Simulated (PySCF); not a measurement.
# Vertical excitation energies

C6H13P.
InChI=1S/C6H13P/c1-4-6(7)5(2)3/h5,7H,4H2,1-3H3

Theory: PySCF 2.14.0, density-fitted response routines, TDDFT PBE0/def2-SVPD, vertical, gas phase, core orbitals frozen in the response. The structure is a single GFN2-xTB conformer in the gas phase; no vibrational or solvent corrections. Torsions of this conformer, `[H]/[P:4]=[C:3](\[CH2:2][CH3:1])[CH:5]([CH3:6])[CH3:7]`: C1–C2–C3–P4 -76°, C2–C3–C5–C6 68°.

Question: What does the calculation give for the low-lying excited states?

Answer: 

```csv
state,λ (nm),E (eV),f,"main configurations (H = HOMO, L = LUMO)"
S1,259.5,4.78,0.0089,H-1→L (96%)
S2,242.1,5.12,0.247,H→L (92%)
S3,204.1,6.07,0.0004,H-2→L (91%)
S4,198.1,6.26,0.024,"H→L+1 (69%), H→L+2 (23%)"
S5,190.2,6.52,0.0030,H-3→L (98%)
S6,184.1,6.73,0.017,"H→L+2 (66%), H→L+1 (26%)"
S7,173.1,7.16,0.0019,"H→L+3 (66%), H-1→L+1 (21%)"
S8,171.3,7.24,0.060,"H-1→L+1 (72%), H→L+3 (18%)"
```

Triplets, Tamm–Dancoff:

| state | E (eV) | λ (nm) | main configurations (H = HOMO, L = LUMO) |
| --- | --- | --- | --- |
| T1 | 2.66 | 466.1 | H→L (98%) |
| T2 | 3.90 | 317.5 | H-1→L (98%) |
| T3 | 5.68 | 218.4 | H-2→L (87%) |

The lowest singlet comes at 260 nm (461 kJ/mol) in the ultraviolet; it is weak; its leading configuration is HOMO-1→LUMO (96%). The most intense listed level is S2 at 5.12 eV (242 nm, f = 0.247), 0.34 eV above S1. Löwdin shares by element: HOMO carbon 43% or more, phosphorus 40% (atoms not listed hold the other 17%); LUMO phosphorus 40%, carbon 35% or more, hydrogen 6% or more (atoms not listed hold the other 18%). Of the 8 states listed, 4 reach f = 0.01 and 1 stays under 0.0005. The listed states span 2.46 eV, and the widest gap between neighbours is 0.95 eV (S2 to S3). Orbital energies (eV): HOMO-3 -9.25, HOMO-2 -9.01, HOMO-1 -7.57, HOMO -6.80, LUMO -1.33, LUMO+1 0.60, LUMO+2 1.14. Only the lowest 8 singlets were computed, as vertical energies without vibronic structure.
